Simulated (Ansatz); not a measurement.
Energy needed to pull apart GeSiH4O (SMILES [SiH3][O][GeH]), closed shell, into free ground-state atoms, from the structure below (displaced at random from a GFN2-xTB minimum); no zero-point or spin–orbit terms; open-shell atoms are treated unrestricted, in their ground-state multiplicity.

```
7
angstrom
Si -0.7685 0.5916 -0.3434
O 0.5447 -0.3782 -0.3815
Ge 1.8986 -1.4384 0.0307
H -1.7603 -0.1116 -1.1410
H -0.2710 1.8130 -0.9765
H -1.1865 0.8149 1.0205
H 1.6682 -1.3510 1.7357
```

Ansatz 0.2.0; basis: def2-TZVPP; cores frozen in the correlated methods. Filled d shells of the heavier atoms are correlated. The def2 sets are not built for correlating such inner shells, so the correlated values are less sure here.

```
   method  atomization energy (kcal/mol)
   PBE-D4                          505.7
revPBE-D4                          495.1
r2SCAN-D4                              ?
  PBE0-D4                              ?
 HSE06-D4                          497.2
  wB97M-V                          509.0
       HF                          365.6
      MP2                          498.7
     CCSD                          490.1
  CCSD(T)                          496.7
```

Question: What does r2SCAN-D4 give? (Judge from chemistry; the value comes from the calculation.)

Answer: By the calculation: 507.0 kcal/mol, which is about 10.3 kcal/mol more than CCSD(T)/def2-TZVPP.

Question: What does PBE0-D4 give? (An estimate is asked for; the value comes from the calculation.)

Answer: Computed: 497.1 kcal/mol, which is about 0.4 kcal/mol more than CCSD(T)/def2-TZVPP.

In triple zeta the MP2 and coupled-cluster atomization energies are still short of their basis limit by a few kcal/mol a bond, whereas those of the functionals are nearly converged, so these differences are not deviations from converged CCSD(T).

The T1 diagnostic stays at or below 0.015.

For scale, one of the runs: CCSD(T)/def2-TZVPP forces, 177 basis functions, launched by `ansatz run in.yaml --threads 8 --pin off --events-out ev --progress --plain --max-ram 10444MiB`. The run took 2.4 min on 8 CPU threads of an Arm Neoverse N1 (shared host), with 3.3 GiB of host memory at its peak.
